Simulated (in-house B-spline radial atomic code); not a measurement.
## Ionising Gd IV (Gd3+) with different functionals

Computed with an all-electron radial atomic-structure program (B-spline basis): scalar-relativistic (spin-free X2C) Hamiltonian, Fermi nucleus of rms radius 5.1569 fm, spin-polarised at highest spin, spherical fractional occupations for the functionals, and exact exchange of hybrids averaged over the configuration. The ionisation energy is the difference of two self-consistent energies, [Xe] 4f7 → [Xe] 4f6, without Breit or QED terms; ε is the level of the shell that loses the electron (its least bound occupied spin orbital). There is no spin-orbit coupling in this Hamiltonian.

| method | rung | ΔSCF (eV) | -ε(4f) (eV) |
| --- | --- | --- | --- |
| PBE0 | global hybrid | 45.04 | 38.82 |
| B3LYP | global hybrid | 45.05 | 38.12 |
| TPSSh | global hybrid | 45.12 | 36.76 |
| BHandHLYP | global hybrid | 44.45 | 41.86 |
| r2SCAN0 | global hybrid | ? | ? |
| B97-1 | global hybrid | 45.01 | 38.22 |
| HSE06 | range-separated hybrid | 44.98 | 38.35 |
| wB97X | range-separated hybrid | 44.84 | 40.97 |
| CAM-B3LYP | range-separated hybrid | 44.97 | 40.08 |
| LC-wPBE | range-separated hybrid | ? | ? |

Task: What does r2SCAN0 give?

Result: ΔSCF 45.37 eV, and -ε(4f) = 39.14 eV.

Task: What does LC-wPBE give?

Result: ΔSCF 45.11 eV, and -ε(4f) = 40.91 eV.

Task: Among the functionals, which spreads more, the ΔSCF values or the orbital energies?

Result: The orbital energies: ΔSCF values span about 0.92 eV and the orbital energies 5.09 eV; here energy differences depend much less on the functional than eigenvalues do.

Task: How do they compare with the NIST value?

Result: NIST lists 44.44 eV ± 0.08 (semi-empirical, ground level to ground level). Errors run from +0.01 to +0.93 eV; BHandHLYP is closest (+0.01 eV), but part of that can be cancellation, since the calculations leave out spin-orbit coupling, Breit-QED terms, multiplet and fine-structure energies.
